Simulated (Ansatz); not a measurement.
Born–Oppenheimer molecular dynamics of CH$_{6}$AlNO (10 atoms, charge 0, multiplicity 1). It starts at the highest image of a converged band. Of that band: Beside the main top the profile has a ripple of under 15 meV (maxima at images 3, 6), which may be a very shallow well or noise. A vibrational analysis at the climbing image gives one clearly imaginary mode, 101i cm⁻¹: a first-order saddle point.

Method: UKS BLYP-D4/def2-SVP in Ansatz 0.2.0.

| Quantity | Value |
| --- | --- |
| ensemble | NVE (velocity Verlet) |
| time step | 0.5 fs |
| steps asked | 200 |
| starting velocities drawn for | 100 K |
| seed | 6948 |

Frames 0.5 fs apart, positions in Å, forces in eV/Å.

Velocities at 10.0 fs (Å/ps):

```
Al -0.27 -1.07 0.20
O 0.98 -0.42 1.01
C 0.20 -0.02 -0.34
N 0.17 0.12 -0.81
H -9.02 -11.21 2.84
H -2.26 21.90 -7.14
H 10.48 4.72 1.11
H -11.60 2.77 -4.69
H -5.19 1.79 -4.82
H 4.42 14.02 6.52
```

```xyz
10
Properties=species:S:1:pos:R:3:forces:R:3 time_fs=10.0 energy_less_start_eV=0.028 T=73
Al -0.575 -0.848 0.632 0.19 0.45 -0.30
O 0.677 -0.128 -0.272 -0.03 0.00 0.15
C 1.563 0.443 -1.190 -0.03 -0.09 -0.03
N -1.906 0.168 1.263 0.27 -0.49 -0.02
H -2.039 1.159 1.080 -0.08 0.27 0.06
H -0.582 -2.396 0.872 0.00 -0.18 0.11
H 0.995 0.936 -2.026 0.28 0.01 0.17
H 2.246 1.205 -0.713 -0.37 -0.20 -0.13
H 2.231 -0.334 -1.648 -0.13 0.13 0.03
H -2.586 -0.188 1.940 -0.11 0.11 -0.03
10
Properties=species:S:1:pos:R:3:forces:R:3 time_fs=10.5 energy_less_start_eV=0.029 T=72
Al -0.575 -0.848 0.632 0.19 0.61 -0.33
O 0.678 -0.128 -0.271 -0.04 0.00 0.13
C 1.563 0.443 -1.190 -0.09 -0.13 -0.02
N -1.906 0.168 1.263 0.30 -0.65 0.01
H -2.043 1.153 1.081 -0.08 0.49 -0.01
H -0.583 -2.385 0.868 0.00 -0.35 0.13
H 1.001 0.938 -2.025 0.21 0.02 0.12
H 2.240 1.206 -0.716 -0.28 -0.15 -0.07
H 2.228 -0.333 -1.650 -0.09 0.11 0.04
H -2.584 -0.181 1.943 -0.13 0.04 0.01
10
Properties=species:S:1:pos:R:3:forces:R:3 time_fs=11.0 energy_less_start_eV=0.033 T=68
Al -0.575 -0.849 0.632 0.19 0.77 -0.36
O 0.678 -0.128 -0.271 -0.05 0.00 0.11
C 1.563 0.443 -1.190 -0.15 -0.17 -0.01
N -1.905 0.168 1.263 0.31 -0.75 0.03
H -2.048 1.149 1.083 -0.07 0.66 -0.07
H -0.584 -2.376 0.865 0.01 -0.50 0.16
H 1.007 0.941 -2.024 0.12 0.03 0.06
H 2.233 1.207 -0.719 -0.17 -0.09 -0.01
H 2.225 -0.331 -1.652 -0.04 0.07 0.03
H -2.582 -0.173 1.946 -0.15 -0.02 0.04
10
Properties=species:S:1:pos:R:3:forces:R:3 time_fs=11.5 energy_less_start_eV=0.040 T=62
Al -0.575 -0.849 0.632 0.19 0.91 -0.38
O 0.679 -0.129 -0.270 -0.06 0.00 0.10
C 1.563 0.443 -1.190 -0.22 -0.22 0.01
N -1.905 0.168 1.262 0.31 -0.78 0.05
H -2.053 1.147 1.084 -0.05 0.75 -0.11
H -0.585 -2.367 0.862 0.01 -0.65 0.18
H 1.014 0.943 -2.022 0.04 0.05 0.00
H 2.226 1.207 -0.721 -0.05 -0.02 0.06
H 2.223 -0.330 -1.655 0.01 0.04 0.03
H -2.581 -0.166 1.950 -0.17 -0.07 0.06
10
Properties=species:S:1:pos:R:3:forces:R:3 time_fs=12.0 energy_less_start_eV=0.046 T=56
Al -0.575 -0.849 0.632 0.20 1.03 -0.41
O 0.679 -0.129 -0.269 -0.07 0.00 0.08
C 1.563 0.443 -1.190 -0.28 -0.28 0.02
N -1.905 0.167 1.262 0.27 -0.73 0.06
H -2.058 1.146 1.085 -0.02 0.75 -0.13
H -0.587 -2.360 0.860 0.01 -0.77 0.20
H 1.020 0.946 -2.021 -0.06 0.07 -0.06
H 2.219 1.208 -0.724 0.06 0.05 0.14
H 2.220 -0.328 -1.657 0.06 0.00 0.02
H -2.580 -0.159 1.953 -0.16 -0.12 0.08
10
Properties=species:S:1:pos:R:3:forces:R:3 time_fs=12.5 energy_less_start_eV=0.053 T=49
Al -0.575 -0.850 0.632 0.20 1.11 -0.42
O 0.680 -0.129 -0.269 -0.09 0.00 0.06
C 1.563 0.443 -1.191 -0.35 -0.32 0.04
N -1.905 0.167 1.261 0.20 -0.60 0.08
H -2.063 1.147 1.086 0.02 0.66 -0.14
H -0.588 -2.354 0.858 0.01 -0.86 0.22
H 1.026 0.948 -2.020 -0.14 0.08 -0.12
H 2.211 1.209 -0.726 0.18 0.12 0.21
H 2.217 -0.327 -1.659 0.11 -0.04 0.02
H -2.579 -0.152 1.957 -0.15 -0.15 0.07
10
Properties=species:S:1:pos:R:3:forces:R:3 time_fs=13.0 energy_less_start_eV=0.059 T=44
Al -0.575 -0.850 0.632 0.21 1.16 -0.43
O 0.680 -0.129 -0.268 -0.10 0.00 0.04
C 1.563 0.442 -1.191 -0.40 -0.35 0.05
N -1.904 0.166 1.261 0.11 -0.40 0.09
H -2.068 1.150 1.086 0.08 0.50 -0.14
H -0.589 -2.351 0.857 0.01 -0.92 0.23
H 1.032 0.951 -2.019 -0.22 0.09 -0.17
H 2.204 1.210 -0.728 0.28 0.18 0.26
H 2.214 -0.325 -1.661 0.16 -0.08 0.01
H -2.579 -0.146 1.961 -0.12 -0.18 0.06
10
Properties=species:S:1:pos:R:3:forces:R:3 time_fs=13.5 energy_less_start_eV=0.063 T=39
Al -0.575 -0.850 0.632 0.21 1.17 -0.44
O 0.680 -0.129 -0.268 -0.10 0.00 0.01
C 1.563 0.442 -1.191 -0.44 -0.36 0.07
N -1.904 0.166 1.261 0.00 -0.16 0.11
H -2.073 1.154 1.086 0.14 0.28 -0.12
H -0.590 -2.350 0.856 0.01 -0.94 0.23
H 1.038 0.955 -2.019 -0.29 0.09 -0.21
H 2.198 1.211 -0.729 0.36 0.21 0.31
H 2.212 -0.324 -1.663 0.19 -0.11 0.01
H -2.579 -0.140 1.964 -0.08 -0.20 0.02
10
Properties=species:S:1:pos:R:3:forces:R:3 time_fs=14.0 energy_less_start_eV=0.066 T=36
Al -0.575 -0.850 0.632 0.22 1.14 -0.44
O 0.681 -0.130 -0.267 -0.11 0.00 -0.01
C 1.562 0.442 -1.191 -0.46 -0.34 0.08
N -1.904 0.165 1.260 -0.12 0.10 0.13
H -2.078 1.158 1.086 0.20 0.04 -0.10
H -0.591 -2.351 0.856 0.01 -0.92 0.22
H 1.042 0.958 -2.019 -0.34 0.08 -0.22
H 2.193 1.213 -0.729 0.41 0.23 0.33
H 2.210 -0.323 -1.665 0.22 -0.12 0.01
H -2.579 -0.135 1.969 -0.03 -0.21 -0.02
10
Properties=species:S:1:pos:R:3:forces:R:3 time_fs=14.5 energy_less_start_eV=0.068 T=35
Al -0.575 -0.850 0.632 0.22 1.07 -0.43
O 0.681 -0.130 -0.266 -0.12 0.00 -0.04
C 1.562 0.441 -1.191 -0.46 -0.29 0.08
N -1.903 0.164 1.260 -0.25 0.35 0.16
H -2.082 1.163 1.086 0.26 -0.19 -0.07
H -0.592 -2.355 0.856 0.01 -0.86 0.22
H 1.046 0.961 -2.020 -0.37 0.06 -0.22
H 2.188 1.215 -0.729 0.44 0.21 0.34
H 2.209 -0.322 -1.667 0.24 -0.13 0.02
H -2.579 -0.130 1.973 0.03 -0.22 -0.07
10
Properties=species:S:1:pos:R:3:forces:R:3 time_fs=15.0 energy_less_start_eV=0.068 T=34
Al -0.575 -0.849 0.631 0.22 0.96 -0.41
O 0.682 -0.130 -0.266 -0.12 0.00 -0.06
C 1.562 0.441 -1.191 -0.44 -0.21 0.08
N -1.903 0.164 1.260 -0.36 0.56 0.19
H -2.086 1.167 1.085 0.32 -0.39 -0.05
H -0.593 -2.360 0.857 0.01 -0.76 0.20
H 1.050 0.965 -2.021 -0.38 0.03 -0.19
H 2.185 1.218 -0.727 0.43 0.16 0.32
H 2.208 -0.322 -1.669 0.25 -0.13 0.04
H -2.580 -0.125 1.976 0.08 -0.22 -0.11
10
Properties=species:S:1:pos:R:3:forces:R:3 time_fs=15.5 energy_less_start_eV=0.067 T=36
Al -0.575 -0.849 0.631 0.21 0.83 -0.38
O 0.682 -0.130 -0.265 -0.12 0.00 -0.09
C 1.561 0.440 -1.192 -0.40 -0.11 0.08
N -1.903 0.163 1.260 -0.45 0.72 0.22
H -2.088 1.171 1.084 0.36 -0.54 -0.03
H -0.594 -2.368 0.858 0.02 -0.64 0.18
H 1.052 0.969 -2.023 -0.38 -0.01 -0.15
H 2.183 1.221 -0.725 0.41 0.09 0.28
H 2.208 -0.322 -1.670 0.24 -0.12 0.05
H -2.580 -0.121 1.980 0.13 -0.22 -0.16
```

Of the whole run (100 fs, mean temperature of the second half 52 K): The conserved energy stayed within 0.068 meV per atom of its start (net change 0.047 meV per atom), so the integration is sound. The temperature averaged 0.52 of the 100 K drawn at the start: a run that starts near a minimum puts about half its kinetic energy into the potential. A run of 0.1 ps of so small a system gives no equilibrium averages. The orbitals stay closed-shell, which can raise the energy where a bond breaks towards radicals; this wasn't checked here.

Time of the run: 7 min on 2 threads of Arm Neoverse V1 (shared host), peak memory 0.16 GiB.
